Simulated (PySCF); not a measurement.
Deuteron quadrupole couplings in `CN(C)P(N(C)C)N(C)C`

Species: C6H18N3P.
Structure used (PBE0-D3(BJ)/def2-SVP), in Å, numbered top down from 1:
```
atom  x, y, z in Å
C1    -1.258    2.612    0.042
N2    -0.414    1.656   -0.626
C3    -0.563    1.612   -2.057
P4     0.259    0.400    0.327
N5     1.679    0.114   -0.660
C6     2.435   -1.074   -0.333
C7     2.542    1.257   -0.856
N8    -0.541   -1.078   -0.012
C9    -0.699   -1.651   -1.323
C10   -1.425   -1.603    0.994
H11   -1.047    3.640   -0.307
H12   -2.338    2.422   -0.124
H13   -1.073    2.576    1.126
H14   -1.571    1.278   -2.372
H15   -0.396    2.614   -2.495
H16    0.182    0.929   -2.487
H17    1.761   -1.923   -0.159
H18    3.066   -0.951    0.574
H19    3.107   -1.332   -1.169
H20    3.215    1.075   -1.712
H21    3.180    1.476    0.026
H22    1.946    2.153   -1.071
H23   -0.581   -2.750   -1.285
H24    0.072   -1.254   -1.998
H25   -1.694   -1.440   -1.762
H26   -1.267   -2.689    1.137
H27   -2.495   -1.457    0.743
H28   -1.232   -1.102    1.955
```

Level: PBE0/pcSseg-1 (PySCF, non-relativistic); Q(2H) = 0.00286 b; rigid geometry, the same for H and D, with no vibrational averaging.

Question: Give the electric field gradient Vzz (the principal value of largest size), its asymmetry and the 2H coupling at each hydrogen.

Answer: 
| atom | bonded to | bond length (Å) | Vzz (au) | η | χzz (kHz) |
| --- | --- | --- | --- | --- | --- |
| H11 | C1 | 1.106 | 0.2796 | 0.06 | 188 |
| H12 | C1 | 1.109 | 0.2738 | 0.06 | 184 |
| H13 | C1 | 1.101 | 0.2847 | 0.07 | 191 |
| H14 | C3 | 1.108 | 0.2767 | 0.05 | 186 |
| H15 | C3 | 1.106 | 0.2807 | 0.06 | 189 |
| H16 | C3 | 1.099 | 0.2861 | 0.04 | 192 |
| H17 | C6 | 1.098 | 0.2897 | 0.05 | 195 |
| H18 | C6 | 1.111 | 0.2705 | 0.06 | 182 |
| H19 | C6 | 1.103 | 0.2847 | 0.06 | 191 |
| H20 | C7 | 1.104 | 0.2846 | 0.06 | 191 |
| H21 | C7 | 1.111 | 0.2705 | 0.06 | 182 |
| H22 | C7 | 1.098 | 0.2892 | 0.05 | 194 |
| H23 | C9 | 1.106 | 0.2802 | 0.06 | 188 |
| H24 | C9 | 1.098 | 0.2862 | 0.04 | 192 |
| H25 | C9 | 1.108 | 0.2770 | 0.05 | 186 |
| H26 | C10 | 1.106 | 0.2787 | 0.06 | 187 |
| H27 | C10 | 1.109 | 0.2742 | 0.06 | 184 |
| H28 | C10 | 1.100 | 0.2847 | 0.07 | 191 |

Question: How does χzz go with the bond length over the 18 C–H bonds?

Answer: A straight-line fit has a slope of -8.4 kHz for each 0.01 Å, with a correlation coefficient of -0.96, over lengths from 1.098 to 1.111 Å. The longer bonds have the smaller couplings here.

Question: Give the 2H NMR doublet splittings at H12 for a magnetic field along the z, y and x axes of the gradient: 3χ/2, 3χ(1 + η)/4, 3χ(1 − η)/4.

Answer: With |χ| = 184.0 kHz and η = 0.058: 276, 146 and 130 kHz, to first order and without motion.

Geometry: PBE0-D3(BJ)/def2-SVP, one conformer, isolated molecule. A larger basis could move these couplings by a tenth or more.
